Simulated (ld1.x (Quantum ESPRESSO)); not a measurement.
Configuration tests for Ag (Z = 47) (TM)

ld1.x (Quantum ESPRESSO) 7.5 input, shortened:

```
&input
   title='Ag', zed=47., rel=1, dft='PBE', iswitch=3,
   config='[Kr] 4d10 5s1 5p0'
 /
 &inputp
   pseudotype=2, tm=.true., lloc=-2, rcloc=1.90,
   nlcc=.false.
 /
3
5S  1  0   1.00   0.00  2.65  2.65  0.0
5P  2  1   0.00   0.00  2.70  2.70  0.0
4D  3  2  10.00   0.00  1.95  1.95  0.0
 &test
   configts(1)='4d10 5s1 5p0'
 /
```

Energies are relative to the spin-unpolarised reference configuration 4d10 5s1 5p0; without spin polarisation the order of configurations can differ from experiment. The frozen-core shift is the all-electron ΔE with the core orbitals held at their reference shape minus the fully relaxed ΔE.

```
valence configuration  charge  ΔE all-electron (eV)  error AE − PS (meV)  frozen-core shift (meV)
         4d10 5s0 5p0      +1                 7.757                 +6.5                     +3.4
          4d9 5s0 5p0      +2                29.871                 +3.8                      +53
          4d8 5s0 5p0      +3                66.064                 -159                     +328
         4d10 5s0 5p1       0                 3.866                 +2.1                     +1.4
          4d9 5s2 5p0       0                 4.077                  -40                      +40
          4d7 5s0 5p0      +4               117.780                 -572                    +1014
```

(1) What are ΔE and the potential's error for 4d9 5s1 5p1?

Levels in the configuration 4d10 5s0 5p0:

| level | all-electron (eV) | pseudo (eV) |
| --- | --- | --- |
| 4d | -15.639 | -15.598 |

## Answers

(1) ΔE = 8.572 eV all-electron; the error (AE − PS) is -45 meV.
